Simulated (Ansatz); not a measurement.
Wavefunction ladder for `F[B]1[CH2][AlH]1`

```xyz
7

F    -1.782    1.244    1.059
B    -0.708    0.771    0.446
C    -0.507   -0.436   -0.383
Al    1.229    0.370    0.472
H     0.365   -0.572   -1.055
H    -1.262   -1.167   -0.671
H     2.665   -0.210    0.132
```

Charge 0, multiplicity 1. Geometry: relaxed with PBE0-D4/def2-TZVP. Frozen core, restricted reference, Ansatz. CBS rows extrapolate triple and quadruple zeta; past MP2 they add the triple-zeta difference.

```
     basis     HF (Eh)  MP2 corr.
  def2-SVP  -405.41803   -0.46993
def2-TZVPP  -405.70075   -0.59268
def2-QZVPP  -405.71505   -0.63894
```

Problem. Estimate the CCSD correlation energy and the (T) correction in each basis where they were run (hartree).

Solution. 
```
     basis  CCSD corr.       (T)
  def2-SVP    -0.50027  -0.01616
def2-TZVPP    -0.61744  -0.02553
 CBS(def2)    -0.69797     as TZ
```
